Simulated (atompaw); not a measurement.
# PBE PAW (atompaw) dataset for Ni (Z = 28), scalar-relativistic all-electron reference.

```
Element                 : nickel (Ni)
Generator               : atompaw 4.2.0.5
Type                    : PAW
Functional              : PBE
Relativity              : scalar-relativistic
Frozen core             : [Ar]
Valence charge          : 10
Reference configuration : 3d8 4s2 4p0
Partial waves           : 4s (bound): rc 3.00 bohr; 4s channel at 1.65 Ry: rc 3.00 bohr; 4p (bound, empty): rc 3.00 bohr; 4p channel at 3.75 Ry: rc 3.00 bohr; 3d (bound): rc 1.85 bohr; 3d channel at -0.3 Ry: rc 1.85 bohr
Local potential         : troulliermartins scheme with l = 3 at -0.5 Ry, radius 1.95 bohr
Core correction         : smooth core density matched at 2.90 bohr
Augmentation charge     : sinc compensation charge, radius 2.30 bohr; PAW radius 3.00 bohr; waves and projectors: custom rrkj vanderbiltortho
```

Poles of the logarithmic derivatives, all-electron (AE) and pseudo (PS). s: poles at 0.4 (AE) and 0.4 (PS) Ry. p: poles at 1.3 (AE) and 1.3 (PS) Ry. d: poles at -0.6, 2.8 (AE) and -0.6, 2.8 (PS) Ry. Test radius 3.02 bohr.

- Cutoffs needed: 30 Ry and 50 Ry (the cutoffs (Ry, on a coarse ladder) from which the occupation-weighted sum of valence levels, in a spherical-Bessel basis at the reference potential, stays within 10 and 1 mRy of its value at 400 Ry)
- Ghost test: no extra level below or beside the all-electron valence levels (s, p, d, f tested) (spherical-Bessel basis up to 400 Ry, 20 bohr box)
- Lowest eigenvalue of the overlap operator: 0.49 (s channel)
- Overlap eigenvalues printed by atompaw (projector basis): 0.3, 0.57, 4.45, 5.28, 5.61, 651
- Share of each valence orbital outside the PAW sphere: 4s 36 %, 4p 72 %, 3d 1 %
